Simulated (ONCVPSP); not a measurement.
# In (Z = 49) ONCV: all-electron and pseudo phase curves

ONCVPSP 4.0.1 input, shortened (lines: element, Z, core and valence counts, functional; n l f; lmax; l rc ep ncon nbas qcut; lloc lpopt rc5 dvloc0; l nproj debl; icmod fcfact rcfact), LDA (Perdew-Wang 92), scalar-relativistic:

```
  In 49.00    9    1  -001012      upf
    1    0    2.00
    2    0    2.00
    2    1    6.00
    3    0    2.00
    3    1    6.00
    3    2   10.00
    4    0    2.00
    4    1    6.00
    4    2   10.00
    5    0    1.50
    2
    0    2.24    0.00    4    7    3.10
    1    1.75    0.15    3    7    4.20
    2    1.30    0.09    4    8    8.70
    4    5    1.25    3.00
    0    1    2.90
    1    3    2.10
    2    2    3.70
    1    0.40    0.00
```

In the p channel the program set the typed energies aside and used 0.050, 2.150, 4.250 Ha.

The phase is arctan(r·R′/R) of the radial function R(r), unwrapped; energies in Ha, scanned from -2 to 5 Ha. A pole is an energy at which the radial function vanishes at the test radius. The pseudo phase is shifted by a multiple of π to meet the all-electron one at the reference energy, and phase errors are pseudo minus all-electron; the curves can meet again beyond the range given. Levels narrower than the energy grid can be missing from the lists of poles. Where the grid stepped over a known ghost or core level, its pole and its step of π were put in at the level’s energy.

| channel | radius (bohr) | reference energy (Ha) | poles, all-electron | poles, pseudo | unbroken range about the reference energy with phases within 0.05 rad | phase error 1 Ha above the reference energy (rad) |
| --- | --- | --- | --- | --- | --- | --- |
| s | 2.28 | -0.72 | 0.65 | 0.55, 3.92 | below 1.1 | -0.010 |
| p | 1.77 | 0.05 | 4.33 | 4.33 | the whole range | -0.000 |
| d | 1.32 | 0.09 | -1.15, 0.75 | 0.75 | above -1.2 | +0.000 |

Note: ghosts flagged at negative energy: s at -103.9 eV, p at -83.6 eV; GHOST(+) flags only above 600 eV. A true bound ghost makes a file unfit for plane-wave use.

Phases in the s channel:

| E (Ha) | all-electron | pseudo |
| --- | --- | --- |
| -1.98 | 1.071 | 1.066 |
| -1.80 | 0.985 | 0.978 |
| -1.62 | 0.856 | 0.847 |
| -1.44 | 0.649 | 0.639 |
| -1.26 | 0.308 | 0.298 |
| -1.08 | -0.180 | -0.186 |
| -0.90 | -0.652 | -0.653 |
| -0.72 | -0.969 | -0.969 |
| -0.54 | -1.162 | -1.163 |
| -0.36 | -1.285 | -1.287 |
| -0.18 | -1.369 | -1.373 |
| 0.00 | -1.431 | -1.437 |
| 0.18 | -1.479 | -1.488 |
| 0.36 | -1.518 | -1.530 |
| 0.54 | -1.552 | -1.568 |
| 0.72 | -1.582 | -1.604 |
| 0.90 | -1.610 | -1.641 |
| 1.08 | -1.637 | -1.681 |
| 1.26 | -1.664 | -1.728 |
| 1.44 | -1.693 | -1.791 |
| 1.62 | -1.725 | -1.885 |
| 1.80 | -1.762 | -2.056 |
| 1.98 | -1.807 | -2.455 |
| 2.16 | -1.866 | -3.368 |
| 2.34 | -1.947 | -4.063 |
| 2.52 | -2.069 | -4.332 |
| 2.70 | -2.272 | -4.459 |
| 2.88 | -2.637 | -4.534 |
| 3.06 | -3.212 | -4.583 |
| 3.24 | -3.750 | -4.620 |
| 3.42 | -4.070 | -4.650 |
| 3.60 | -4.249 | -4.675 |
| 3.78 | -4.357 | -4.696 |
| 3.96 | -4.430 | -4.716 |
| 4.14 | -4.481 | -4.736 |
| 4.32 | -4.520 | -4.755 |
| 4.50 | -4.551 | -4.774 |
| 4.68 | -4.575 | -4.796 |
| 4.86 | -4.596 | -4.820 |
